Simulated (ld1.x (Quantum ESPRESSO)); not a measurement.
# helium: one change to a TM potential, before and after

* Element: helium
* Generator: ld1.x (Quantum ESPRESSO) 7.5
* Type: norm-conserving Troullier–Martins (Kleinman–Bylander form)
* Functional: LDA (PZ)
* Relativity: scalar-relativistic
* Frozen core: none
* Valence charge: 2
* Reference configuration: 1s2
* Partial waves: 1s (bound): rc 0.70 bohr; 2p channel at 0.05 Ry: rc 0.65 bohr
* Local potential: all-electron potential smoothed inside 0.70 bohr (lloc = -1)
* Core correction: none

All-electron outer shells of the reference configuration (LDA (PZ), scalar-relativistic, ld1.x):

| shell | level (eV) | outermost node (bohr) | outermost maximum (bohr) |
| --- | --- | --- | --- |
| 1s | -15.52 | – | 0.57 |

Change: wave 1s (bound): rc 0.70 bohr becomes 1s (bound): rc 0.78 bohr.

Cutoffs: the cutoffs (Ry, on a coarse ladder) from which the occupation-weighted sum of valence levels, in a spherical-Bessel basis at the reference potential, stays within 10 and 1 mRy of its value at 400 Ry; they do not see the model core or the augmentation charge, which bear on the density cutoff. Errors are all-electron minus pseudo energies relative to the spin-unpolarised reference configuration.

Problem. How do hardness, ghosts and transferability respond?

Solution. The potential gets softer (110 Ry and 180 Ry → 90 Ry and 180 Ry); of the 4 tests that both files solve, the error grows in 3 and shrinks in 0 by more than 15 % and 0.3 meV (median size 4.1 → 5.4 meV); neither file shows a bound ghost. A larger radius leaves more room for a smooth pseudo-wave, so fewer plane waves are needed. More of the atom is replaced by a form fitted at one configuration, so other configurations suffer.

| quantity | base | changed |
| --- | --- | --- |
| cutoff, loose | 110 Ry | 90 Ry |
| cutoff, tight | 180 Ry | 180 Ry |
| bound ghosts | none | none |
| error for 1s1, meV [ΔE 26.49 eV] | +11 | +20 |
| error for 1s1.5, meV [ΔE 10.37 eV] | +1.4 | +2.8 |
| error for 1s1 (spin-polarised), meV [ΔE 24.28 eV] | -6.8 | -8.0 |
| error for 1s1.5 (spin-polarised), meV [ΔE 10.02 eV] | -1.1 | -1.2 |
